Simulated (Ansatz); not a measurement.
Ansatz (a first-principles code) input file for CH10N2Si3, SMILES N1[Si@H]([SiH2]C[SiH2]1)N, PBE-D3(BJ)/def2-SVP. 

Ansatz 0.2 input:
```yaml
crystal:
  periodic: [false, false, false]
  atoms:
    - {symbol: N, position_ang: [2.27132907, -0.42858955, -1.35280598]}
    - {symbol: Si, position_ang: [1.35783874, -0.14448140, 0.08774141]}
    - {symbol: N, position_ang: [0.12664157, -1.32101997, 0.52318386]}
    - {symbol: Si, position_ang: [-1.57913510, -0.95229167, 0.59571611]}
    - {symbol: C, position_ang: [-1.75260767, 0.69714780, -0.29720520]}
    - {symbol: Si, position_ang: [-0.13402524, 1.66186094, -0.07210468]}
    - {symbol: H, position_ang: [3.09965141, -1.01228446, -1.33020376]}
    - {symbol: H, position_ang: [1.82196679, -0.46511906, -2.26045727]}
    - {symbol: H, position_ang: [2.39835343, -0.07674704, 1.15957991]}
    - {symbol: H, position_ang: [0.42457896, -2.24662702, 0.82231984]}
    - {symbol: H, position_ang: [-2.08433083, -0.82772357, 2.00262357]}
    - {symbol: H, position_ang: [-2.38475123, -2.03634931, -0.05443077]}
    - {symbol: H, position_ang: [-1.88567932, 0.49826286, -1.37438204]}
    - {symbol: H, position_ang: [-2.63354443, 1.25983259, 0.04897699]}
    - {symbol: H, position_ang: [0.11679143, 2.62310153, -1.19174739]}
    - {symbol: H, position_ang: [-0.16868213, 2.43680328, 1.20936742]}
basis:
  gaussian:
    orbitals: def2-SVP
hamiltonian:
  xc: pbe
  dispersion: d3bj
relax: {f_tol: 0.002, max_steps: 200}
```

It prints:

```
WARN ansatz: RAYON_NUM_THREADS=2 ignored (pool sized by the plan → 2); use --threads N
Functional definition: PBE
integrals: 0.11 GiB planned
1670 factors; their error is unknown
mean field: 0.55 GiB planned
mean field evaluation 1: about -27767.2903 eV, gradient 9.6e1 eV
mean field evaluation 2: about -27706.1354 eV, gradient 1.7e2 eV
mean field evaluation 4: about -27786.2827 eV, gradient 1.8e1 eV
mean field evaluation 8: about -27787.1140 eV, gradient 1.4e-1 eV
mean field evaluation 16: about -27786.9874 eV, gradient 1.6e-3 eV
mean field -27786.98742530 eV, -1021.1529531833 hartree, gradient 6.5e-5 eV, S^2 0.000000; 0 other end points of the search recorded, 0 dependent functions left out
the calculation of the forces begins
reference -27786.98747286 eV, -1021.1529549312 hartree; 36, 36 occupied and 110, 110 virtual orbitals, 1670 factors
relax step   1: F+E_penalty+E_count = -27787.45718782 eV  Δ(F+E_penalty+E_count) = +0.000e0 eV  max|allowed force component| = 3.465e-1 eV/Å  Δτ_max = 0.0000 Å  (29 SCF iters, accepted)
these checks for a lower state are left out or cut short: starts, cluster_reference, orbital_swaps, neighbouring_geometries, increment
integrals: 0.11 GiB planned
1670 factors; their error is unknown
mean field: 0.55 GiB planned
mean field -27787.00952396 eV, -1021.1537652938 hartree, gradient 1.1e-5 eV, S^2 0.000000; 0 other end points of the search recorded, 0 dependent functions left out
the calculation of the forces begins
reference -27787.00957168 eV, -1021.1537670478 hartree; 36, 36 occupied and 110, 110 virtual orbitals, 1670 factors
relax step   2: F+E_penalty+E_count = -27787.47681464 eV  Δ(F+E_penalty+E_count) = -1.963e-2 eV  max|allowed force component| = 1.355e-1 eV/Å  Δτ_max = 0.0210 Å  (32 SCF iters, accepted)
these checks for a lower state are left out or cut short: starts, cluster_reference, orbital_swaps, neighbouring_geometries, increment
integrals: 0.11 GiB planned
1670 factors; their error is unknown
mean field: 0.55 GiB planned
mean field evaluation 32: about -27787.0140 eV, gradient 1.1e-5 eV
mean field -27787.01400043 eV, -1021.1539298012 hartree, gradient 1.1e-5 eV, S^2 0.000000; 0 other end points of the search recorded, 0 dependent functions left out
the calculation of the forces begins
reference -27787.01404822 eV, -1021.1539315573 hartree; 36, 36 occupied and 110, 110 virtual orbitals, 1670 factors
relax step   3: F+E_penalty+E_count = -27787.48007343 eV  Δ(F+E_penalty+E_count) = -3.259e-3 eV  max|allowed force component| = 3.238e-2 eV/Å  Δτ_max = 0.0113 Å  (32 SCF iters, accepted)
these checks for a lower state are left out or cut short: starts, cluster_reference, orbital_swaps, neighbouring_geometries, increment
integrals: 0.11 GiB planned
1670 factors; their error is unknown
mean field: 0.55 GiB planned
mean field -27787.01440455 eV, -1021.1539446523 hartree, gradient 1.2e-5 eV, S^2 0.000000; 0 other end points of the search recorded, 0 dependent functions left out
the calculation of the forces begins
reference -27787.01445233 eV, -1021.1539464083 hartree; 36, 36 occupied and 110, 110 virtual orbitals, 1670 factors
relax step   4: F+E_penalty+E_count = -27787.48033856 eV  Δ(F+E_penalty+E_count) = -2.651e-4 eV  max|allowed force component| = 2.381e-2 eV/Å  Δτ_max = 0.0077 Å  (32 SCF iters, accepted)
these checks for a lower state are left out or cut short: starts, cluster_reference, orbital_swaps, neighbouring_geometries, increment
integrals: 0.11 GiB planned
1670 factors; their error is unknown
mean field: 0.55 GiB planned
mean field -27787.01453122 eV, -1021.1539493073 hartree, gradient 1.2e-5 eV, S^2 0.000000; 0 other end points of the search recorded, 0 dependent functions left out
the calculation of the forces begins
reference -27787.01457899 eV, -1021.1539510628 hartree; 36, 36 occupied and 110, 110 virtual orbitals, 1670 factors
relax step   5: F+E_penalty+E_count = -27787.48057181 eV  Δ(F+E_penalty+E_count) = -2.333e-4 eV  max|allowed force component| = 1.777e-2 eV/Å  Δτ_max = 0.0074 Å  (32 SCF iters, accepted)
these checks for a lower state are left out or cut short: starts, cluster_reference, orbital_swaps, neighbouring_geometries, increment
integrals: 0.11 GiB planned
1670 factors; their error is unknown
mean field: 0.55 GiB planned
mean field -27787.01450844 eV, -1021.1539484702 hartree, gradient 1.2e-5 eV, S^2 0.000000; 0 other end points of the search recorded, 0 dependent functions left out
the calculation of the forces begins
reference -27787.01455617 eV, -1021.1539502243 hartree; 36, 36 occupied and 110, 110 virtual orbitals, 1670 factors
relax step   6: F+E_penalty+E_count = -27787.48082638 eV  Δ(F+E_penalty+E_count) = -2.546e-4 eV  max|allowed force component| = 2.347e-2 eV/Å  Δτ_max = 0.0229 Å  (31 SCF iters, accepted)
these checks for a lower state are left out or cut short: starts, cluster_reference, orbital_swaps, neighbouring_geometries, increment
integrals: 0.11 GiB planned
1670 factors; their error is unknown
mean field: 0.55 GiB planned
mean field -27787.01449503 eV, -1021.1539479774 hartree, gradient 1.8e-5 eV, S^2 0.000000; 0 other end points of the search recorded, 0 dependent functions left out
the calculation of the forces begins
reference -27787.01454275 eV, -1021.1539497312 hartree; 36, 36 occupied and 110, 110 virtual orbitals, 1670 factors
relax step   7: F+E_penalty+E_count = -27787.48085109 eV  Δ(F+E_penalty+E_count) = -2.471e-5 eV  max|allowed force component| = 7.180e-3 eV/Å  Δτ_max = 0.0041 Å  (23 SCF iters, accepted)
these checks for a lower state are left out or cut short: starts, cluster_reference, orbital_swaps, neighbouring_geometries, increment
integrals: 0.11 GiB planned
1670 factors; their error is unknown
mean field: 0.55 GiB planned
mean field evaluation 64: about -27787.0145 eV, gradient 8.1e-4 eV
mean field -27787.01448282 eV, -1021.1539475287 hartree, gradient 1.9e-5 eV, S^2 0.000000; 0 other end points of the search recorded, 0 dependent functions left out
the calculation of the forces begins
reference -27787.01453054 eV, -1021.1539492823 hartree; 36, 36 occupied and 110, 110 virtual orbitals, 1670 factors
relax step   8: F+E_penalty+E_count = -27787.48086657 eV  Δ(F+E_penalty+E_count) = -1.549e-5 eV  max|allowed force component| = 3.416e-3 eV/Å  Δτ_max = 0.0045 Å  (23 SCF iters, accepted)
these checks for a lower state are left out or cut short: starts, cluster_reference, orbital_swaps, neighbouring_geometries, increment
integrals: 0.11 GiB planned
1670 factors; their error is unknown
mean field: 0.55 GiB planned
mean field -27787.01446248 eV, -1021.1539467811 hartree, gradient 1.7e-5 eV, S^2 0.000000; 0 other end points of the search recorded, 0 dependent functions left out
the calculation of the forces begins
reference -27787.01451019 eV, -1021.1539485347 hartree; 36, 36 occupied and 110, 110 virtual orbitals, 1670 factors
relax step   9: F+E_penalty+E_count = -27787.48087275 eV  Δ(F+E_penalty+E_count) = -6.179e-6 eV  max|allowed force component| = 3.534e-3 eV/Å  Δτ_max = 0.0039 Å  (23 SCF iters, accepted)
these checks for a lower state are left out or cut short: starts, cluster_reference, orbital_swaps, neighbouring_geometries, increment
integrals: 0.11 GiB planned
1670 factors; their error is unknown
mean field: 0.55 GiB planned
mean field -27787.01443917 eV, -1021.1539459246 hartree, gradient 2.2e-5 eV, S^2 0.000000; 0 other end points of the search recorded, 0 dependent functions left out
the calculation of the forces begins
reference -27787.01448688 eV, -1021.1539476781 hartree; 36, 36 occupied and 110, 110 virtual orbitals, 1670 factors
relax step  10: F+E_penalty+E_count = -27787.48087622 eV  Δ(F+E_penalty+E_count) = -3.472e-6 eV  max|allowed force component| = 1.869e-3 eV/Å  Δτ_max = 0.0050 Å  (23 SCF iters, accepted)
these checks for a lower state are left out or cut short: starts, cluster_reference, orbital_swaps, neighbouring_geometries, increment
integrals: 0.11 GiB planned
1670 factors; their error is unknown
mean field: 0.55 GiB planned
mean field -27787.01443331 eV, -1021.1539457093 hartree, gradient 7.8e-6 eV, S^2 0.000000; 0 other end points of the search recorded, 0 dependent functions left out
the calculation of the forces begins
reference -27787.01448102 eV, -1021.1539474627 hartree; 36, 36 occupied and 110, 110 virtual orbitals, 1670 factors
relax step  11: F+E_penalty+E_count = -27787.48087750 eV  Δ(F+E_penalty+E_count) = -1.276e-6 eV  max|allowed force component| = 2.567e-3 eV/Å  Δτ_max = 0.0022 Å  (23 SCF iters, accepted)
these checks for a lower state are left out or cut short: starts, cluster_reference, orbital_swaps, neighbouring_geometries, increment
integrals: 0.11 GiB planned
1670 factors; their error is unknown
mean field: 0.55 GiB planned
mean field -27787.01444811 eV, -1021.1539462530 hartree, gradient 7.1e-6 eV, S^2 0.000000; 0 other end points of the search recorded, 0 dependent functions left out
the calculation of the forces begins
reference -27787.01449582 eV, -1021.1539480065 hartree; 36, 36 occupied and 110, 110 virtual orbitals, 1670 factors
relax step  12: F+E_penalty+E_count = -27787.48087875 eV  Δ(F+E_penalty+E_count) = -1.253e-6 eV  max|allowed force component| = 8.850e-4 eV/Å  Δτ_max = 0.0012 Å  (22 SCF iters, accepted)
integrals: 0.11 GiB planned
1670 factors; their error is unknown
mean field: 0.55 GiB planned
mean field evaluation 96: about -27786.2658 eV, gradient 1.9e1 eV
mean field -27787.01444811 eV, -1021.1539462530 hartree, gradient 7.0e-6 eV, S^2 0.000000; 1 other end points of the search recorded, 0 dependent functions left out
the calculation of the forces begins
reference -27787.01449582 eV, -1021.1539480065 hartree; 36, 36 occupied and 110, 110 virtual orbitals, 1670 factors
Total energy: -27787.48092647 eV, -1021.1710890166 hartree
Atom 0 at     2.296078    -0.402200    -1.364718 Å, force     0.000460    -0.000533    -0.000885 eV/Å
Atom 1 at     1.370876    -0.139306     0.091285 Å, force    -0.000128    -0.000356     0.000061 eV/Å
Atom 2 at     0.132173    -1.328666     0.532590 Å, force     0.000203     0.000810    -0.000336 eV/Å
Atom 3 at    -1.587907    -0.961203     0.595898 Å, force    -0.000616     0.000187     0.000784 eV/Å
Atom 4 at    -1.760683     0.699296    -0.301641 Å, force     0.000348     0.000071    -0.000189 eV/Å
Atom 5 at    -0.130916     1.668360    -0.072223 Å, force     0.000040    -0.000293     0.000106 eV/Å
Atom 6 at     3.091756    -1.045537    -1.343702 Å, force    -0.000555     0.000510     0.000428 eV/Å
Atom 7 at     1.817570    -0.457310    -2.267443 Å, force     0.000037    -0.000049     0.000089 eV/Å
Atom 8 at     2.422891    -0.079318     1.167217 Å, force    -0.000163    -0.000055     0.000121 eV/Å
Atom 9 at     0.434530    -2.255603     0.852411 Å, force     0.000035    -0.000093     0.000156 eV/Å
Atom 10 at    -2.107605    -0.836318     2.009436 Å, force     0.000262    -0.000203     0.000206 eV/Å
Atom 11 at    -2.394235    -2.053276    -0.065841 Å, force     0.000324    -0.000028    -0.000420 eV/Å
Atom 12 at    -1.898630     0.504071    -1.386550 Å, force     0.000029     0.000064    -0.000214 eV/Å
Atom 13 at    -2.645068     1.266364     0.053287 Å, force    -0.000299    -0.000030     0.000021 eV/Å
Atom 14 at     0.123343     2.635413    -1.200056 Å, force     0.000036    -0.000013     0.000165 eV/Å
Atom 15 at    -0.169778     2.451009     1.216222 Å, force    -0.000012     0.000012    -0.000093 eV/Å
Dipole moment:     0.086321    -0.308919    -0.250179 e Å
```

The run converged.

Cost: about 60 core-seconds (a rough figure).
